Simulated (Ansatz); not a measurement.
# Relative stability

The two ends of one reaction step of SiHCl$_{2}$F, closed shell (PBE0-D4/def2-TZVP).

A:

Si1  (0.729, 0.054, 1.032)
F2  (0.617, -0.072, -1.448)
H3  (-0.155, -0.592, -1.415)
Cl4  (-0.266, 1.881, 1.028)
Cl5  (-0.925, -1.271, 0.803)
(Å)

B:

```
atom    x (Å)    y (Å)    z (Å)
 Si1   1.1680   0.4627   0.6578
  F2   1.1361   0.3697  -0.9545
  H3  -1.0235  -1.2100  -0.9334
 Cl4  -0.2144   2.0026   0.9506
 Cl5  -1.0660  -1.6249   0.2795
```

Computed with Ansatz 0.2.0 (basis: def2-TZVPP); correlated methods freeze the cores. B3LYP uses VWN-RPA correlation.

Task: Which structure is lower at CCSD(T), and by how much? (Judge from chemistry; the value comes from the calculation.)

Result: The calculation gives: B, by 41.4 kJ/mol (electronic energy, against the other). By their contacts, A is a complex of SiCl₂ + HF and B is a complex of SiClF + HCl.

All methods give the same order:

| method | E(B) − E(A) (kJ/mol) |
| --- | --- |
| SPW92 | -24.6 |
| PBE-D4 | -27.5 |
| BLYP-D4 | -37.7 |
| r2SCAN-D4 | -34.8 |
| B97M-V | -39.1 |
| PBE0-D4 | -29.8 |
| B3LYP-D4 | -39.1 |
| r2SCAN0-D4 | -34.5 |
| BHLYP-D4 | -42.2 |
| CAM-B3LYP-D4 | -44.3 |
| wB97X-V | -40.4 |
| wB97M-V | -36.9 |
| B2PLYP | -40.5 |
| PBE-QIDH | -33.5 |
| RPA on PBE | -45.9 |
| HF | -52.3 |
| MP2 | -36.7 |
| CCSD | -44.5 |
| CCSD(T) | -41.4 |

No T1 diagnostic of these runs exceeds 0.012.

For scale, one of the runs: CCSD(T)/def2-TZVPP, 171 basis functions, launched by `ansatz run in.yaml --threads 2 --pin off --events-out ev --progress --plain --max-ram 4352MiB`. The run took 38 s on 2 CPU threads of an Arm Neoverse V1 (shared host), with 1.3 GiB of host memory at its peak.
